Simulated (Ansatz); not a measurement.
Dimethylphenylsulfonium chloride (C8H11ClS) was relaxed with r2SCAN-D4 (def2-SVP) in Ansatz in these states: charge -1 doublet, neutral singlet. The geometries follow in no particular order.

A:

Cartesian coordinates in Å:
```
C 1.330 -0.246 -2.005
S 1.474 0.597 -0.406
C 2.240 -0.648 0.666
C -0.289 0.330 0.153
C -0.950 1.503 0.531
C -2.278 1.446 0.967
C -2.941 0.218 1.024
C -2.278 -0.955 0.646
C -0.951 -0.903 0.209
H 0.766 0.436 -2.656
H 2.367 -0.349 -2.355
H 0.797 -1.199 -1.888
H 3.284 -0.692 0.326
H 2.170 -0.253 1.689
H 1.706 -1.604 0.584
H -0.421 2.460 0.483
H -2.793 2.365 1.262
H -3.980 0.172 1.364
H -2.796 -1.917 0.691
H -0.450 -1.832 -0.082
Cl 3.993 1.074 -1.205
```

B:

```tsv
atom	x (Å)	y (Å)	z (Å)
C1	0.9864	2.0335	0.9179
S2	0.7904	0.2107	1.1504
C3	2.4035	-0.2130	0.3636
C4	-0.4849	-0.3590	0.1620
C5	-1.5265	-1.1418	0.7655
C6	-2.5816	-1.6115	0.0119
C7	-2.6719	-1.3329	-1.3875
C8	-1.6517	-0.5621	-1.9827
C9	-0.5765	-0.0749	-1.2534
H10	0.1163	2.5044	1.3961
H11	1.9562	2.2830	1.4201
H12	1.0076	2.2551	-0.1596
H13	3.1669	0.3643	0.9464
H14	2.5206	-1.3016	0.4569
H15	2.3756	0.0869	-0.6946
H16	-1.4697	-1.3620	1.8374
H17	-3.3607	-2.2083	0.5001
H18	-3.5106	-1.7071	-1.9806
H19	-1.7040	-0.3374	-3.0555
H20	0.1983	0.5199	-1.7471
Cl21	4.0162	1.9536	2.3328
```

Task: Judge from the bond lengths which geometry belongs to which state (an estimate).

Result: A is the neutral singlet (S2–C4 1.869 Å, C4–C9 1.400 Å, C4–C5 1.398 Å); B is the charge -1 doublet (S2–C4 1.711 Å, C4–C9 1.447 Å, C4–C5 1.436 Å).

At r2SCAN-D4/def2-SVP the highest occupied level of the relaxed charge -1 doublet lies above zero (up to 1.10 eV). By energy differences its removal costs 0.80 eV (each at its own geometry, to the charge 0 singlet, at PBE0-D4/def2-TZVP). The charge -1 doublet has come apart into loosely held pieces.
